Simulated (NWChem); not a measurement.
Molecule: WOCl4; SMILES [O]=[W]([Cl])([Cl])([Cl])[Cl]

Program: NWChem. The geometry was optimised at PBE0/def2-SVP. No frequency run checked for a minimum. def2 effective core potentials on W; no spin-orbit coupling. Vertical excitations in the gas phase.

### Question
What does the run give for LDA (Slater exchange, VWN5)/def2-SVP, full TDDFT? Quantities: lowest excitation, singlet (eV); oscillator strength of that lowest state; orbital gap (eV).

### Answer
```json
{
 "lowest excitation, singlet (eV)": "2.62",
 "oscillator_strength_of_that_lowest_state": "0.000",
 "orbital gap (eV)": "2.02"
}
```
